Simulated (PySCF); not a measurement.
## Telling isomers of C5H6F4 apart by NMR

Calculated, not measured (PySCF 2.14.0 with density-fitted response routines): shieldings: GIAO PBE0/pcSseg-1, structure optimised with GFN2-xTB. Rapidly exchanging positions averaged, no solvent model, one computed conformer, no relativistic terms.

Referencing at the same level of theory: TMS for 1H (σref 31.72), 13C (σref 186.93). Splittings of carbon signals by F and P are missing where no couplings were computed. Where no couplings were computed, multiplicities follow the n + 1 count of equivalent neighbours, and m marks all less simple cases (inequivalent or close neighbours, rings, F or P nearby). Shifts are as computed. Against solution values, carbons near 30 ppm lie about +3 ppm off and those near 130 ppm about +5 ppm. Of 1309 compounds with measured shifts, 239 miss one by over three times the rms of a fit or turn the order of signals round; such compounds aren't used in these exercises.

(1) Tabulate the signals of `C/C(F)=C/C(F)(F)CF`, `C/C(F)=C\CC(F)(F)F` and their relative energies.

(2) What is the quickest way to tell C/C(F)=C/C(F)(F)CF from C/C(F)=C\CC(F)(F)F?

## Answers

(1) 
```json
{"SMILES": "C/C(F)=C/C(F)(F)CF", "carbon types": "2×C 1×CH 1×CH2 1×CH3", "δC": "170.7, 124.1, 110.0, 87.6, 21.7", "δH": "5.16 (m, 2H), 5.11 (m, 1H), 2.11 (m, 3H)", "E rel. (kcal/mol)": "17.2"}
{"SMILES": "C/C(F)=C\\CC(F)(F)F", "carbon types": "2×C 1×CH 1×CH2 1×CH3", "δC": "172.9, 134.8, 103.1, 36.9, 16.1", "δH": "5.43 (m, 1H), 2.72 (m, 2H), 2.07 (m, 3H)", "E rel. (kcal/mol)": "0.0"}
```

Energies are electronic energies at PBE0/pcSseg-1 on these geometries, without zero-point or thermal terms, each for the one conformer computed, which needn't be the lowest.

(2) Both give the same number of carbon signals, with the same numbers of each carbon type, so the positions decide. The first has an sp3 CH2 bonded to F at 87.6 ppm, the second an allylic sp3 CH2 at 36.9 ppm. Their most deshielded carbons lie at 170.7 and 172.9 ppm.
